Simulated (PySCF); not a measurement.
## Ionisation energy along the 15-electron series

Calculated with PySCF 2.14 and a two-component X2C-1e Hamiltonian (Gaussian nucleus, no Breit or QED terms), each ion in its own even-tempered basis scaled to its charge; GMP2 freezes 1s2 and drops the highest virtual spinors. Values in eV. NIST values: (m) measured, (s) semi-empirical, (t) theoretical.

```
    ion  configuration  GHF (spin-free)  GMP2 (spin-free)  GHF (screened spin-orbit)  GMP2 (screened spin-orbit)          NIST
Sm(47+)   [Ne] 3s2 3p3           4034.6            4035.0                     3974.1                      3974.5  3971 ± 4 (t)
Eu(48+)   [Ne] 3s2 3p3           4198.2            4198.6                     4133.8                      4134.1  4131 ± 4 (t)
Gd(49+)   [Ne] 3s2 3p3           4365.2            4365.6                     4296.7                      4297.1  4294 ± 4 (t)
```

Between Z = 62 and Z = 64 the GMP2 (screened spin-orbit) value grows as Z to the power 2.46.
